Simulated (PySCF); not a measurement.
Job file and geometry (Å, from GFN2-xTB) of an NMR shielding run on dicyanothioketene, C4N2S, PySCF 2.14.0, density-fitted response routines, GIAO PBE0/pcSseg-1 NMR shielding, non-relativistic, gas phase; density fitting, a coarse starting grid and PySCF grid level 2 are the driver's defaults:

```
$ OMP_NUM_THREADS=1 python probes_run.py task.json out

{"job": {"kind": "nmr", "xc": "PBE0", "basis": "pcSseg-1"}, "charge": 0, "multiplicity": 1}
N     -1.396129     2.140563     0.075906
C     -0.762591     1.188612     0.039709
C      0.003553     0.000522    -0.003613
C      1.324671     0.026933    -0.066781
S      2.861979     0.058163    -0.141644
C     -0.716137    -1.216744     0.023831
N     -1.312013    -2.193144     0.045513
```

Task: Write the output of this run.

Result: 
```
coarse grid: 8096 points
cycle   1  E = -659.3748591803  dE =  1.379e+00  |g| = 6.385e-01  |ddm| = 3.211e+00
cycle   2  E = -658.7345185994  dE =  6.403e-01  |g| = 1.765e+00  |ddm| = 2.420e+00
cycle   3  E = -659.4804106124  dE = -7.459e-01  |g| = 8.638e-02  |ddm| = 1.820e+00
cycle   4  E = -659.4786775322  dE =  1.733e-03  |g| = 1.147e-01  |ddm| = 2.249e-01
cycle   5  E = -659.4827137933  dE = -4.036e-03  |g| = 1.621e-02  |ddm| = 1.298e-01
cycle   6  E = -659.4827663633  dE = -5.257e-05  |g| = 5.985e-03  |ddm| = 1.585e-02
cycle   7  E = -659.4827765766  dE = -1.021e-05  |g| = 1.196e-03  |ddm| = 6.995e-03
cycle   8  E = -659.4827769254  dE = -3.488e-07  |g| = 3.935e-04  |ddm| = 1.645e-03
final grid: 78568 points
cycle   9  E = -659.5251502138  dE =  4.296e-08  |g| = 8.490e-03  |ddm| = 2.773e-02
cycle  10  E = -659.5250668016  dE =  8.341e-05  |g| = 1.881e-02  |ddm| = 2.630e-02
cycle  11  E = -659.5251692588  dE = -1.025e-04  |g| = 2.566e-03  |ddm| = 1.888e-02
cycle  12  E = -659.5251706718  dE = -1.413e-06  |g| = 6.238e-04  |ddm| = 2.413e-03
cycle  13  E = -659.5251707534  dE = -8.160e-08  |g| = 1.526e-04  |ddm| = 5.149e-04
cycle  14  E = -659.5251707603  dE = -6.909e-09  |g| = 4.697e-05  |ddm| = 2.226e-04
cycle  15  E = -659.5251707608  dE = -5.184e-10  |g| = 1.328e-05  |ddm| = 4.397e-05
converged SCF energy = -659.5251707608

GIAO shielding tensors (ppm)
atom      isotropic    diamagn.    paramagn.     s11        s22        s33       span
  0 N      -94.264     338.649    -432.913   -238.674   -238.301    194.183    432.857
  1 C       78.976     256.547    -177.571    -31.468    -26.966    295.362    326.829
  2 C      135.627     255.630    -120.003     72.373    157.162    177.346    104.973
  3 C      -82.551     258.959    -341.510   -164.322   -101.982     18.652    182.974
  4 S       28.905    1055.901   -1026.996   -383.171      9.434    460.451    843.621
  5 C       78.979     256.546    -177.567    -31.462    -26.960    295.358    326.820
  6 N      -94.232     338.651    -432.883   -238.631   -238.287    194.222    432.853
```

Task: Turn these shieldings into chemical shifts. Chemical shifts δ = σref − σ; NH3 for 15N (σref 267.73); 13C (σref 186.93) vs TMS; 33S (σref 503.73) against CS2, all at this level.

Result: Averaging equivalent atoms: N 0/6: 362.0; C 3: 269.5; C 1/5: 107.9; C 2: 51.3; S 4: 475 ppm. Experimental scales use liquid or dissolved standards, which lie at an offset from isolated NH3 (liquid NH3: subtract about 20 ppm). Unscaled 15N shifts of sp2 nitrogen come out 20 to 40 ppm too high even then.

Size and cost of the density-fitted run: 126 basis functions, 10 s wall time on 1 thread of an Arm Neoverse V2, shared host; peak memory 0.56 GiB.
